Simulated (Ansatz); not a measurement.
AlBrH3NOSi, SMILES `N[Si]1(Br)[O][AlH]1`. Total charge 0; spin multiplicity 1.

```xyz
8

N     1.0345   -0.1112   -1.2871
Si   -0.0994   -0.3999   -0.0663
Br   -0.2919   -2.6245   -0.0643
O     0.2406    0.2765    1.4104
Al   -1.3695    0.9563    1.2524
H     1.3346    0.8147   -1.5413
H     1.3055   -0.8202   -1.9465
H    -2.1545    1.9083    2.2428
```

Task: What are the harmonic wavenumbers in cm⁻¹ at PBE0-D4/def2-TZVP (Ansatz, finite differences of forces, unscaled)? (An estimate is asked.)

Result: Ansatz gave: 111, 146, 208, 227, 254, 302, 360, 403, 432, 558, 698, 800, 842, 956, 1564, 1930, 3618, 3725.

Task: Is this a minimum?

Result: Yes, all 18 modes are real.

Task: Give the ideal-gas thermochemistry at 298.15 K and 1 bar (rigid rotor, harmonic oscillator; point group C1, symmetry number 1).

Result: Zero-point energy 102.5 kJ/mol; H(298) − E = 124.9 kJ/mol; entropy 365.4 J/(mol·K), of which translation 172.8, rotation 120.2, vibration 72.4; G(298) − E = 16.0 kJ/mol.
